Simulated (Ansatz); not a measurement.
Problem. Predict a relaxed structure of Na₄O₂, charge 0, singlet, at r2SCAN-D4/def2-SVP (Ansatz).

Solution. 
```xyz
6

Na    2.713    2.287   -1.026
Na   -2.721   -2.279    1.022
Na   -0.048    0.584    1.173
Na    0.053   -0.588   -1.171
O     1.247    1.040   -0.466
O    -1.244   -1.043    0.468
```
Point group D2h (tolerance 0.1 Å). This is one stationary point.

The structure comes from a short search, and lower isomers may exist.
